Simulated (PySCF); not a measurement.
Species: C6H11PS.
Structure used (PBE0-D3(BJ)/def2-SVP), in Å, numbered top down from 1:
```xyz
19
C6H11PS angstrom
S     -0.3291   -2.5577    1.2834
P     -0.2024   -0.7929    0.4932
C     -1.6750   -0.0080   -0.2857
C     -1.3095    1.4923   -0.3506
C      0.1282    1.6658    0.1843
C      1.1497    1.1022   -0.8259
C      1.0423   -0.4399   -0.8174
C      0.2200    0.7509    1.4087
H     -1.8647   -0.4688   -1.2655
H     -2.5464   -0.2188    0.3509
H     -2.0046    2.0774    0.2707
H     -1.3897    1.8863   -1.3750
H      0.3392    2.7214    0.4120
H      2.1643    1.4100   -0.5305
H      0.9710    1.5165   -1.8294
H      0.7068   -0.8743   -1.7700
H      1.9800   -0.9422   -0.5393
H     -0.5211    0.9674    2.1921
H      1.2226    0.6928    1.8567
```

Computed with PySCF, delta-SCF UKS SCAN, pcX-2 on the ionised atom, pcseg-1 elsewhere, spin-free X2C. Every row has its own mixed basis.

```
ionised atom  basis functions  E(ground) (Eh)  E(ionised) (Eh)
          C3              206      -976.54341       -965.86471
          C4              206      -976.54305       -965.85130
          C5              206      -976.54415       -965.85051
          C8              206      -976.54366       -965.86735
          P2              217      -976.63880       -897.58531
          S1              217      -976.67514       -885.71913
```

Question: Turn these total energies into binding energies.

Answer: E(ionised) − E(ground), at 27.2114 eV a hartree:

| atom | environment | difference (Eh) | binding energy (eV) |
| --- | --- | --- | --- |
| C3 | sp3 carbon bound to phosphorus | 10.67870 | 290.58 |
| C4 | ring CH2 carbon | 10.69175 | 290.94 |
| C5 | sp3 carbon at a ring junction | 10.69364 | 290.99 |
| C8 | sp3 carbon bound to phosphorus | 10.67631 | 290.52 |
| P2 | phosphorus bonded to 3 C and S | 79.05349 | 2151.16 |
| S1 | sulfur bonded to P | 90.95601 | 2475.04 |

Question: How much do the ground-state energies differ, and what would follow from using one of them for all holes?

Answer: They run from -976.6751 Eh (core basis on S1) to -976.5431 Eh (on C4), 0.1320 Eh or 3.59 eV apart, for one and the same state in different bases and grids. Pairing the ion of C4 with the ground state of S1 would put its binding energy 3.59 eV too high.

Only 1s holes are shown. Atoms equivalent by their bonding share one computed value, that of the first of them. Isolated species at its PBE0-D3(BJ)/def2-SVP geometry, gas phase.
